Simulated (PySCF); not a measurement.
Two species compared at the same levels of theory.

First species: C₃H₈N₄SSi₂.
Cartesian coordinates in Å at the GFN2-xTB level; atoms count from 1:
```
atom  x, y, z in Å
C1     3.230    0.336    0.046
S2     1.830    0.459    1.201
Si3    0.218    0.098   -0.164
N4     0.052    1.407   -1.246
C5     0.603   -1.500   -1.071
N6     0.883   -2.470   -1.612
N7    -1.193   -0.186    0.793
Si8   -2.749   -0.721    0.267
C9    -2.891    0.020   -1.443
N10   -2.933    0.492   -2.486
H11    3.201   -0.622   -0.463
H12    4.134    0.414    0.641
H13    3.188    1.150   -0.670
H14    0.782    2.071   -1.434
H15   -0.694    1.455   -1.919
H16   -1.064   -0.102    1.788
H17   -2.844   -2.172    0.105
H18   -3.763   -0.120    1.127
```

Second species: C₅H₁₀NPSi₂.
SMILES with atom numbers: `[CH:1]#[C:2][SiH2:3][Si@:4]([NH2:5])([PH2:6])[C:7]#[C:8][CH3:9]` (hydrogens: H10 on C1; H11, H12 on Si3; H13, H14 on N5; H15, H16 on P6; H17, H18, H19 on C9)

Levels: PBE0/pcSseg-1 for dipole moment, HOMO energy, LUMO energy and HOMO–LUMO gap; GFN2-xTB for rotational constant A and rotational constant C. Geometries: GFN2-xTB. Each species is one conformer at its optimised geometry, gas phase, non-relativistic unless stated. Electronic properties by PySCF.

The conformers computed, where there is a choice (atom-mapped SMILES and torsion angles):
- `[CH3:1][S:2][Si@@:3]([NH2:4])([C:5]#[N:6])[NH:7][SiH2:8][C:9]#[N:10]`: C1–S2–Si3–N4 -69°, S2–Si3–N7–Si8 -172°, Si3–N7–Si8–C9 -32°, H–N4–Si3–S2 20°, H–N4–Si3–S2 -175°
- `[CH:1]#[C:2][SiH2:3][Si@:4]([NH2:5])([PH2:6])[C:7]#[C:8][CH3:9]`: C2–Si3–Si4–N5 -62°, H–N5–Si4–Si3 56°, H–N5–Si4–Si3 -164°, H–P6–Si4–Si3 -59°, H–P6–Si4–Si3 34°

Values for the first species:

```
Dipole moment         : 3.77 D
HOMO energy           : -7.42 eV
LUMO energy           : -1.37 eV
HOMO–LUMO gap         : 6.05 eV
Rotational constant A : 1.351 GHz
Rotational constant C : 0.504 GHz
```

Task: Estimate the same properties for the second species, and the change in each.

Result: 
```
             property      first     second  second less first
        dipole moment     3.77 D     2.15 D            -1.62 D
          HOMO energy   -7.42 eV   -7.06 eV           +0.36 eV
          LUMO energy   -1.37 eV   -0.58 eV           +0.79 eV
        HOMO–LUMO gap    6.05 eV    6.48 eV           +0.43 eV
rotational constant A  1.351 GHz  0.876 GHz         -0.475 GHz
rotational constant C  0.504 GHz  0.466 GHz         -0.038 GHz
```

On the first: In atomic units the dipole is 1.48 e·bohr (1 au = 2.5417 D). GFN2-xTB frequencies show an imaginary mode (140i cm⁻¹), so this geometry is no minimum at that level.

On the second: The dipole matches unit charges of opposite sign 0.45 Å apart (1 e·Å = 4.8032 D).
